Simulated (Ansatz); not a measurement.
Program: Ansatz. Geometries: PBE0-D4/def2-TZVP. ΔE: electronic, gas phase. CCSD(T)/CBS is the MP2 limit (def2-TZVPP, def2-QZVPP) plus CCSD(T) − MP2 in def2-TZVPP, frozen cores. Functionals use def2-TZVPP. For Br, Zn outer-core shells are correlated without core-valence functions, which leaves a few kJ/mol of doubt a bond. Scalar relativity is left out up to krypton. Each species was taken in one conformer, which may not be the lowest.

Reaction (formal exchange of groups at the Si–Br bond): `[ZnH][O][SiH2]Br` + `CC(Br)Br` → `C[SiH2][O][ZnH]` + `BrC(Br)Br`

`[ZnH][O][SiH2]Br`:

```xyz
7

Zn    1.605    0.861    0.692
O    -0.011    0.141    1.004
Si   -1.009   -0.490   -0.082
Br   -0.021   -0.321   -2.105
H     2.972    1.489    0.557
H    -1.252   -1.935    0.128
H    -2.285    0.253   -0.194
```

`CC(Br)Br`:

```xyz
8

C     0.828    0.139   -0.064
C    -0.656   -0.085   -0.102
Br   -1.588    1.231    0.977
Br   -1.103   -1.886    0.466
H     1.212    0.033    0.951
H     1.326   -0.589   -0.707
H     1.056    1.145   -0.422
H    -1.077    0.013   -1.098
```

`C[SiH2][O][ZnH]`:

```xyz
10

C    -0.054    1.743    0.350
Si   -0.166   -0.098    0.613
O     0.215   -0.890   -0.752
Zn    0.372   -2.445   -1.568
H    -0.311    2.276    1.270
H     0.957    2.034    0.058
H    -0.743    2.067   -0.434
H    -1.551   -0.448    1.056
H     0.756   -0.491    1.723
H     0.525   -3.747   -2.317
```

`BrC(Br)Br`:

Cartesian coordinates in Å:
```
Br -0.299 -1.054 -1.541
C 0.046 0.103 -0.045
Br -1.570 0.567 0.886
Br 1.364 -0.639 1.142
H 0.459 1.022 -0.442
```

CCSD(T)/CBS gives +168.0 kJ/mol.

Another level gave +157.7 kJ/mol. Which?
A. PBE-QIDH/def2-TZVPP
B. RPA@PBE/def2-TZVPP
C. BLYP/def2-TZVPP
D. ωB97X-V/def2-TZVPP

B. RPA@PBE/def2-TZVPP 157.7, PBE-QIDH 170.8, ωB97X-V 165.8, BLYP 148.4 kJ/mol.

What do rigid-rotor, harmonic-oscillator terms from PBE0-D4/def2-TZVP frequencies (298.15 K, 1 bar) make of the CCSD(T)/CBS value? (Estimate.)

The calculation gave: ΔZPE = -8.4 kJ/mol, ΔH = +161.3 kJ/mol, ΔS = 4 J/(mol·K), ΔG = +160.0 kJ/mol. Modes under 50 cm⁻¹ make the entropy rough.

Largest T1 diagnostic among the species: 0.015.

Leaving LDA and LC-ωPBE aside and taking each functional with its dispersion term where it has one, the values, not all of them listed here, spread over 23.5 kJ/mol, from BLYP-D4 to r2SCAN0-D4. LDA lies +4.7 kJ/mol from PBE without D4. From PBE to PBE0 (25 % exact exchange), in def2-TZVPP and without D4, ΔE moves by +11.0 kJ/mol. At CCSD(T), def2-SVP lies +10.3 kJ/mol from the extrapolated value and def2-TZVPP −3.8 kJ/mol.
